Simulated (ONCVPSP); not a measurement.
**Eu: one change to an ONCV potential, before and after**

| Item | Value |
| --- | --- |
| Element | europium (Eu) |
| Generator | ONCVPSP 4.0.1 |
| Type | optimised norm-conserving Vanderbilt (ONCV) |
| Functional | PBE |
| Relativity | scalar-relativistic |
| Frozen core | [Kr] 4d10 4f6 |
| Valence charge | 11 |
| Reference configuration | 5s2 5p6 5d1 6s2 |
| Partial waves | 5s+6s: rc 2.55 bohr, ncon 4, nbas 8, qcut 4.7 1/bohr, 2 projectors; 5p: rc 2.40 bohr, ncon 3, nbas 6, qcut 6.4 1/bohr, 2 projectors, debl 1.5 Ha; 5d: rc 2.75 bohr, ncon 3, nbas 8, qcut 5.9 1/bohr, 2 projectors, debl 0.6 Ha |
| Local potential | polynomial inside 1.95 bohr (lpopt 5, dvloc0 2 Ha) |
| Core correction | Teter function fitted to the true core (icmod 2), fcfact 0.25 |

All-electron outer shells of the reference configuration (PBE, scalar-relativistic, ld1.x):

```
shell  level (eV)  outermost node (bohr)  outermost maximum (bohr)
   5s      -48.22                   0.67                      1.21
   5p      -26.63                   0.72                      1.38
   4f       -8.36                      –                      0.59
   6s       -4.06                   1.63                      3.43
   5d       -2.64                   0.81                      1.98
```

Change: p: qcut 4.4.

Cutoffs: the cutoffs (Ha) at which the residual kinetic energy of the hardest occupied pseudo-wave falls to 1 and 0.1 mHa per electron; they do not see the model core or the augmentation charge, which bear on the density cutoff. Errors are all-electron minus pseudo energies relative to the spin-unpolarised reference configuration.

Q: How do hardness, ghosts and transferability respond?

A: The potential gets softer (8.2 Ha and 14 Ha → 8.2 Ha and 10 Ha); the errors of the 3 common tests hardly move; neither file shows a bound ghost. The waves are optimised to have the least kinetic energy above qcut, so the cutoff follows it (qcut²/2 in Ha).

| quantity | base | changed |
| --- | --- | --- |
| cutoff, loose | 8.2 Ha | 8.2 Ha |
| cutoff, tight | 14 Ha | 10 Ha |
| loose cutoff by channel | s 6.3 Ha, p 7.9 Ha, d 8.2 Ha | s 6.3 Ha, p 6.8 Ha, d 8.2 Ha |
| bound ghosts | none | none |
| GHOST(+) flags under 300 eV | none | none |
| tests counted as reliable (solved cleanly; for ONCVPSP, near-neutral configurations with less than one 5d electron left out) | 3 of 4 | 3 of 4 |
| error for 5s2 5p6 5d1 6s1, meV [ΔE 6.55 eV] | -0.7 | -0.7 |
| error for 5s2 5p6 5d1 6s0, meV [ΔE 18.48 eV] | +4.0 | +4.3 |
| error for 5s1 5p6 5d1 6s2, meV [ΔE 53.73 eV] | -639 | -620 |
| s: phases at 2.59 bohr within 0.05 rad from the reference energy up to (Ha; the scan ends near 5) | 2.7 | 2.7 |
| p: phases at 2.44 bohr within 0.05 rad from the reference energy up to (Ha; the scan ends near 5) | 4.8 | 4.4 |
| d: phases at 2.79 bohr within 0.05 rad from the reference energy up to (Ha; the scan ends near 5) | 4.9 | 4.9 |
| rms error of d²Exc/dni dnj with the model core, mHa | 0.70 | 0.68 |
